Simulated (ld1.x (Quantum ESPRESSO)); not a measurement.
**How hard is this Re TM potential?**

```json
{"Element": "rhenium (Re)", "Generator": "ld1.x (Quantum ESPRESSO) 7.5", "Type": "norm-conserving Troullier–Martins (Kleinman–Bylander form)", "Functional": "revPBE", "Relativity": "non-relativistic", "Frozen core": "[Xe] 4f14", "Valence charge": "7", "Reference configuration": "5d5 6s0.5 6p0 (charge +1.5)", "Partial waves": "6p (bound, empty): rc 2.90 bohr; 5d (bound): rc 2.50 bohr; 6s (bound): rc 2.30 bohr", "Local potential": "the s channel", "Core correction": "none"}
```

The pseudo-atom Hamiltonian at the reference potential is diagonalised in spherical Bessel functions j_l(qr) that vanish at 20 bohr, with q² up to the cutoff. All-electron valence levels (Ry): 6p -0.7085, 5d -1.3131, 6s -1.0408.

Q: How do the lowest levels (Ry) of each channel move with the cutoff, and are there ghosts?

A:

```csv
cutoff (Ry),p #1,p #2,d #1,d #2,s #1,f #1,f #2,Σ f·Δε (mRy)
8,-0.7076,-0.2730,-0.7128,-0.2656,-1.0261,-0.1805,-0.0730,3009.0
10,-0.7077,-0.2731,-0.8433,-0.2895,-1.0321,-0.1805,-0.0730,2353.4
12,-0.7081,-0.2732,-0.9959,-0.3081,-1.0368,-0.1806,-0.0731,1588.3
15,-0.7084,-0.2733,-1.1301,-0.3193,-1.0386,-0.1806,-0.0731,916.2
18,-0.7084,-0.2733,-1.2522,-0.3266,-1.0388,-0.1806,-0.0731,305.4
21,-0.7084,-0.2733,-1.2888,-0.3283,-1.0392,-0.1806,-0.0731,122.5
25,-0.7085,-0.2733,-1.3049,-0.3291,-1.0399,-0.1806,-0.0731,41.4
30,-0.7085,-0.2733,-1.3121,-0.3294,-1.0405,-0.1806,-0.0731,5.3
35,-0.7085,-0.2733,-1.3130,-0.3295,-1.0406,-0.1806,-0.0731,0.7
40,-0.7085,-0.2733,-1.3130,-0.3295,-1.0406,-0.1806,-0.0731,0.5
45,-0.7085,-0.2733,-1.3130,-0.3295,-1.0407,-0.1806,-0.0731,0.5
400,-0.7085,-0.2733,-1.3131,-0.3295,-1.0408,-0.1806,-0.0731,0.0
```

Result: no extra level below or beside the all-electron valence levels (p, d, s, f tested); 10 mRy is reached at 30 Ry and 1 mRy at 35 Ry.
